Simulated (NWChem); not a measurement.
# dimethyl diselenide (C$_{2}$H$_{6}$Se$_{2}$); SMILES C[Se][Se]C

```xyz
10

C     -1.8360    -0.9453    -1.0678
Se    -1.1429     0.2784     0.3327
Se     1.1429    -0.2784     0.3327
C      1.8360     0.9453    -1.0678
H     -2.9204    -0.8007    -1.0829
H     -1.6024    -1.9773    -0.8058
H     -1.4163    -0.6879    -2.0408
H      2.9204     0.8007    -1.0829
H      1.6024     1.9773    -0.8058
H      1.4163     0.6879    -2.0408
```
Atoms are numbered in this order, from 1.

Level: B3LYP/6-31G* (spherical d) (NWChem), optimised geometry, unscaled harmonic frequencies. This build's default masses of Se (78.918 u) and Br (79.917 u) are each other's, which moves their modes by up to 0.6 %.

```csv
frequency (cm⁻¹),IR intensity (km/mol)
75,1.0
118,0.0
126,0.2
161,0.2
174,0.6
285,0.1
564,2.9
565,0.0
915,1.1
916,10.3
919,18.3
924,7.7
1329,15.9
1335,7.7
1486,8.4
1490,4.9
1501,0.4
1504,15.9
3075,17.3
3076,12.3
3167,4.5
3168,4.3
3192,4.3
3192,4.6
```

The zero-point energy comes out as 47.5 kcal/mol and the thermal correction to the enthalpy at 298.15 K (with zero-point energy) comes out as 52.7 kcal/mol. The heat capacity Cv is 21.9 cal/(mol K) and the entropy at 298.15 K and 1 atm (symmetry number 2) comes out as 86.3 cal/(mol K). The dipole moment is 2.06 D.

Rigid rotor and harmonic oscillator; modes under 100 cm⁻¹ make the entropy uncertain.
